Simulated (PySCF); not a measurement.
1-bromo-3-fluoropropa-1,2-diene (C3H2BrF), SMILES FC=C=CBr.

The structure is a stationary point at ωB97X-D3(BJ)/def2-SVP.

Method: TDA-PBE/def2-SVPD (PySCF 2.14.0).

Vertical excitations. The molecule is in vacuum.

Computed lowest excited states:
```tsv
state	energy (eV)	λ (nm)	f	main pairs
S1	4.72	263	0.001	HOMO→LUMO 86 %
S2	4.85	256	0.000	HOMO−1→LUMO+1 86 %
S3	5.24	237	0.002	HOMO→LUMO+1 39 %, HOMO−1→LUMO 30 %, HOMO−2→LUMO+1 12 %
S4	5.27	235	0.000	HOMO−2→LUMO+1 81 %
S5	5.41	229	0.006	HOMO−2→LUMO 80 %
S6	6.15	201	0.392	HOMO−1→LUMO 28 %, HOMO−1→LUMO+2 26 %, HOMO→LUMO+1 23 %, HOMO−3→LUMO+1 10 %
S7	6.34	195	0.011	HOMO→LUMO+2 95 %
S8	6.88	180	0.082	HOMO−3→LUMO 65 %, HOMO−1→LUMO+2 15 %
S9	6.89	180	0.188	HOMO−1→LUMO+2 30 %, HOMO−3→LUMO 25 %, HOMO−1→LUMO+3 20 %, HOMO−3→LUMO+1 9 %
S10	7.07	175	0.010	HOMO→LUMO+3 94 %
T1	3.92	316	0	HOMO→LUMO+1 72 %, HOMO−1→LUMO 18 %
T2	4.05	306	0	HOMO−1→LUMO 75 %, HOMO→LUMO+1 20 %
T3	4.29	289	0	HOMO→LUMO 92 %
T4	4.45	278	0	HOMO−1→LUMO+1 92 %
```
Triplets are in the Tamm–Dancoff approximation.
